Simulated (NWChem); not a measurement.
Molecule: AlH$_{3}$; SMILES [AlH3]

```xyz
4

Al     0.0000     0.0000     0.0000
H      1.1214     1.1214     0.0000
H      0.4105    -1.5319     0.0000
H     -1.5319     0.4105     0.0000
```
Atoms are numbered in this order, from 1.

All runs: NWChem. Geometry optimised at PBE0-D3(BJ)/def2-TZVP; all other runs use it. Pople sets run with spherical d functions.

```json
[
 {"quantity": "J(27Al atom 1, 1H atom 2) (Hz)", "level": "PBE/pcJ-1", "value": "?"},
 {"quantity": "first 1s excitation (eV), Al K edge, unshifted", "level": "PBE0/6-311G**, TDA", "value": "1523.5"},
 {"quantity": "vertical, lowest excitation, singlet (eV)", "level": "B3LYP/def2-SVP, TDA", "value": "5.20"},
 {"quantity": "highest occupied level (eV)", "level": "BP86/def2-TZVP", "value": "-7.42"},
 {"quantity": "−ε(HOMO) (eV)", "level": "PBE/def2-TZVP", "value": "?"},
 {"quantity": "dipole (D)", "level": "PBE0-D3(BJ)/def2-TZVP", "value": "0.00"},
 {"quantity": "highest harmonic frequency (cm⁻¹)", "level": "PBE0-D3(BJ)/def2-TZVP", "value": "?"}
]
```

### Question
Complete the blanks.

### Answer

- J(27Al atom 1, 1H atom 2) (Hz), value: 267.5
- −ε(HOMO) (eV), value: 7.30
- highest harmonic frequency (cm⁻¹), value: 1934
